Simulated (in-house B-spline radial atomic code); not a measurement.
Orbital energies and mean radii along the 1-electron series, configuration 1s1. The effective charge is n√(-2ε), a non-relativistic measure. Computed with a radial B-spline atomic code at the basis-set limit: Dirac-Hartree-Fock, average of the configuration, finite nuclei.

```tsv
ion	Z	energy of 1s1/2 (Eh)	mean radius of 1s1/2 (bohr)	effective charge of 1s1/2
V22+	23	-266.39	0.064601	23.082
Cr23+	24	-290.24	0.061856	24.093
Mn24+	25	?	?	?
Fe25+	26	-341.1	0.056994	26.119
Co26+	27	-368.11	0.05483	27.133
Ni27+	28	-396.18	0.052818	28.149
Cu28+	29	?	?	?
Zn29+	30	-455.52	0.049192	30.183
Ga30+	31	-486.8	0.047551	31.203
Ge31+	32	-519.17	0.046012	32.223
As32+	33	?	?	?
Se33+	34	-587.17	0.043199	34.269
Br34+	35	-622.82	0.04191	35.294
Kr35+	36	-659.57	0.040692	36.32
Rb36+	37	-697.44	0.039537	37.348
Sr37+	38	-736.43	0.038442	38.378
```

Question: Fill in the row of Mn24+.

Answer: energy of 1s1/2 (Eh): -315.14; mean radius of 1s1/2 (bohr): 0.059329; effective charge of 1s1/2: 25.105.

Question: Fill in the row of Cu28+.

Answer: energy of 1s1/2 (Eh): -425.31; mean radius of 1s1/2 (bohr): 0.050944; effective charge of 1s1/2: 29.165.

Question: Fill in the row of As32+.

Answer: energy of 1s1/2 (Eh): -552.62; mean radius of 1s1/2 (bohr): 0.044563; effective charge of 1s1/2: 33.245.

Question: How does the screening of 1s1/2 change?

Answer: Z less the effective charge goes from -0.08 at Z = 23 to -0.38 at Z = 38.
